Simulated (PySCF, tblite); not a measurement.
Isomers of C6H10NO (doublet state). Calculated harmonic vibrations of the isolated species, GFN2-xTB (tblite), most abundant isotopes, no scaling. The method is semi-empirical: single wavenumbers can be off by several per cent or more. One conformer each. Open shells enter through the occupations alone, without spin polarisation, and single modes of such species can be off by tens of per cent.

Electronic energies: B3LYP/pcH-1 single points on the GFN2-xTB geometries (PySCF, gas phase).

```
                     SMILES  electronic energy, lowest = 0 (kcal/mol)
         [CH2]/C=C\CC(=O)NC                                       0.0
         CO[C@@H]1CCC[C]=N1                                      31.4
C[C@@H]1[CH][C@H](C(N)=O)C1                                      15.6
           C=[C]C(C)(C)NC=O                                      29.2
   [H]/N=C1\COC[C@@H]1[CH]C                                      32.3
            CCC1=C(C)O[N]C1                                      40.3
           C=CC(C)(C)N[C]=O                                      13.9
      [H]/[C]=C\C(=O)N(C)CC                                      36.3
```

Task: How do GFN2-xTB zero-point energies change the relative energies?

Result: 
| SMILES | ZPE (kcal/mol) | of it from modes above 1550 cm⁻¹ | electronic (kcal/mol) | with ZPE, lowest = 0 (kcal/mol) | lowest mode (cm⁻¹) | rings |
| --- | --- | --- | --- | --- | --- | --- |
| [CH2]/C=C\CC(=O)NC | 92.1 | 46.6 | 0.0 | 0.0 | 37 | 0 |
| C=CC(C)(C)N[C]=O | 92.3 | 49.4 | 13.9 | 14.1 | 37 | 0 |
| C[C@@H]1[CH][C@H](C(N)=O)C1 | 92.8 | 46.9 | 15.6 | 16.3 | 49 | 1 |
| C=[C]C(C)(C)NC=O | 91.1 | 48.5 | 29.2 | 28.2 | 64 | 0 |
| CO[C@@H]1CCC[C]=N1 | 94.1 | 44.9 | 31.4 | 33.5 | 85 | 1 |
| [H]/N=C1\COC[C@@H]1[CH]C | 92.6 | 45.3 | 32.3 | 32.8 | 91 | 1 |
| [H]/[C]=C\C(=O)N(C)CC | 91.7 | 48.2 | 36.3 | 35.9 | 47 | 0 |
| CCC1=C(C)O[N]C1 | 93.2 | 45.0 | 40.3 | 41.4 | 37 | 1 |

The zero-point energies span 3.0 kcal/mol, from `C=[C]C(C)(C)NC=O` to `CO[C@@H]1CCC[C]=N1`. The lowest isomer stays, but the order above it changes.

Task: And how do the electronic energies of GFN2-xTB itself compare?

Result: `[CH2]/C=C\CC(=O)NC` 0.0; `C=CC(C)(C)N[C]=O` 11.5; `C[C@@H]1[CH][C@H](C(N)=O)C1` 5.3; `C=[C]C(C)(C)NC=O` 25.7; `CO[C@@H]1CCC[C]=N1` 8.7; `[H]/N=C1\COC[C@@H]1[CH]C` 12.8; `[H]/[C]=C\C(=O)N(C)CC` 23.8; `CCC1=C(C)O[N]C1` 11.0 kcal/mol, lowest = 0. Against the energies above, taken from the same isomer `[CH2]/C=C\CC(=O)NC`, the largest difference is 29.3 kcal/mol.

Task: What do entropy and thermal enthalpy add at 298.15 K and 1 bar (rigid rotor, harmonic oscillator, one conformer each)?

Result: 
```json
{"SMILES": "[CH2]/C=C\\CC(=O)NC", "point group": "C1", "symmetry number": "1", "S (cal/(mol K))": "98.0", "H − H(0) (kcal/mol)": "6.65", "ZPE + H − H(0) − TS (kcal/mol)": "69.5"}
{"SMILES": "C=CC(C)(C)N[C]=O", "point group": "C1", "symmetry number": "1", "S (cal/(mol K))": "96.9", "H − H(0) (kcal/mol)": "6.73", "ZPE + H − H(0) − TS (kcal/mol)": "70.1"}
{"SMILES": "C[C@@H]1[CH][C@H](C(N)=O)C1", "point group": "C1", "symmetry number": "1", "S (cal/(mol K))": "93.7", "H − H(0) (kcal/mol)": "6.25", "ZPE + H − H(0) − TS (kcal/mol)": "71.1"}
{"SMILES": "C=[C]C(C)(C)NC=O", "point group": "C1", "symmetry number": "1", "S (cal/(mol K))": "96.4", "H − H(0) (kcal/mol)": "6.81", "ZPE + H − H(0) − TS (kcal/mol)": "69.2"}
{"SMILES": "CO[C@@H]1CCC[C]=N1", "point group": "C1", "symmetry number": "1", "S (cal/(mol K))": "88.8", "H − H(0) (kcal/mol)": "5.65", "ZPE + H − H(0) − TS (kcal/mol)": "73.3"}
{"SMILES": "[H]/N=C1\\COC[C@@H]1[CH]C", "point group": "C1", "symmetry number": "1", "S (cal/(mol K))": "90.6", "H − H(0) (kcal/mol)": "5.94", "ZPE + H − H(0) − TS (kcal/mol)": "71.5"}
{"SMILES": "[H]/[C]=C\\C(=O)N(C)CC", "point group": "C1", "symmetry number": "1", "S (cal/(mol K))": "99.4", "H − H(0) (kcal/mol)": "6.90", "ZPE + H − H(0) − TS (kcal/mol)": "68.9"}
{"SMILES": "CCC1=C(C)O[N]C1", "point group": "C1", "symmetry number": "1", "S (cal/(mol K))": "94.9", "H − H(0) (kcal/mol)": "6.17", "ZPE + H − H(0) − TS (kcal/mol)": "71.1"}
```

S holds R ln(2S + 1) for the spin.
